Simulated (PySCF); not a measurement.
## $^{33}$S chemical shifts

Averaged over atoms made equivalent by symmetry, fast rotation or ring inversion, gas phase, a single conformation, relativity neglected. GFN2-xTB geometry; σ from GIAO-PBE0/pcSseg-1; PySCF 2.14.

Shieldings were converted by a linear fit to measured shifts: $^{33}$S (scatter 33.3 ppm rms vs sulfate, solution or neat liquid). Occasional misses reach two or three times the rms, and more in compound classes unlike the fitted ones.

Q: Give the $^{33}$S shifts of `C[SiH2]S[Si@@H](C)F`, `C[Si@@H](CF)S[SiH3]`, `F[SiH2][C@H]([SiH3])CS`, `FC[C@H]([SiH3])[SiH2]S`, `C=C[C@@](C)(N)C[SiH2]SC`.

A: 
```tsv
compound	environment	δ (ppm)
C[SiH2]S[Si@@H](C)F	sulfur bonded to 2 Si	-533
C[Si@@H](CF)S[SiH3]	sulfur bonded to 2 Si	-608
F[SiH2][C@H]([SiH3])CS	thiol sulfur	-408
FC[C@H]([SiH3])[SiH2]S	sulfur bonded to Si, H	-567
C=C[C@@](C)(N)C[SiH2]SC	sulfur bonded to C, Si	-521
```

Q: Match the shifts -263, -325, -374, -558, -630 ppm to `CSC[Si@@H](F)[SiH3]`, `C[SiH2][C@H](F)[SiH2]S`, `CN[SiH2]C/C(C)=C\SC`, `FCC[SiH2]S[SiH3]`, `CSC(F)([SiH3])[SiH3]`.

A: -263: CSC(F)([SiH3])[SiH3] (sulfide sulfur); -325: CN[SiH2]C/C(C)=C\SC (sulfide sulfur); -374: CSC[Si@@H](F)[SiH3] (sulfide sulfur); -558: C[SiH2][C@H](F)[SiH2]S (sulfur bonded to Si, H); -630: FCC[SiH2]S[SiH3] (sulfur bonded to 2 Si).
